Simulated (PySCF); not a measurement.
Compound: C₃H₇F₃GeO.
SMILES: `CC[O][GeH2][C](F)(F)F`

Vertical excitations from PySCF (density fitting, frozen core in the response, grid level 2 and gas phase unless stated; continuum runs use non-equilibrium linear response for the excitations) on a GFN2-xTB geometry. Reference run:

| settings | S1, eV (f) | S2, eV (f) | S3, eV (f) | S4, eV (f) | S5, eV (f) | S6, eV (f) | T1, eV (Tamm–Dancoff) | mean α (au) |
| --- | --- | --- | --- | --- | --- | --- | --- | --- |
| CAM-B3LYP/def2-SVPD, full TDDFT, 8 singlets | 6.94 (0.001) | 7.61 (0.021) | 7.93 (0.042) | 7.97 (0.020) | 8.42 (0.005) | 8.53 (0.028) | 6.57 | 73.1 |

Task: What do these settings give: wB97X/6-31G*, start guess huckel, full TDDFT, 3 singlets?

Result: 
```json
{"settings": "wB97X/6-31G*, start guess huckel, full TDDFT, 3 singlets", "S1, eV (f)": "7.17 (0.001)", "S2, eV (f)": "7.95 (0.023)", "S3, eV (f)": "8.66 (0.054)", "S4, eV (f)": "–", "S5, eV (f)": "–", "S6, eV (f)": "–", "T1, eV (Tamm–Dancoff)": "6.77", "mean α (au)": "59.7"}
```

S1 moves by +0.23 eV; functional and basis change together, so the shift can't be laid on one. States are counted by energy in each run and needn't keep their character from row to row.

All basis functions are spherical, in the Pople sets too.

Task: Give the leading configurations of S1 (H = HOMO, L = LUMO) and the HOMO–LUMO gap of each run.

Result: 
| settings | S1 configurations (weight) | S1 (eV) | orbital gap (eV) | S1 − gap (eV) |
| --- | --- | --- | --- | --- |
| CAM-B3LYP/def2-SVPD, full TDDFT, 8 singlets | H→L 0.88 | 6.94 | 10.39 | -3.45 |
| wB97X/6-31G*, start guess huckel, full TDDFT, 3 singlets | H→L 0.92 | 7.17 | 12.70 | -5.53 |

 The CAM-B3LYP/def2-SVPD calculation is non-relativistic and has no spin–orbit coupling, an omission that weighs most on germanium.

Shape of the structure used: `[CH3:1][CH2:2][O:3][GeH2:4][C:5]([F:6])([F:7])[F:8]`: C1–C2–O3–Ge4 -170°, C2–O3–Ge4–C5 60°, O3–Ge4–C5–F6 70°.

One conformer stands for the species.
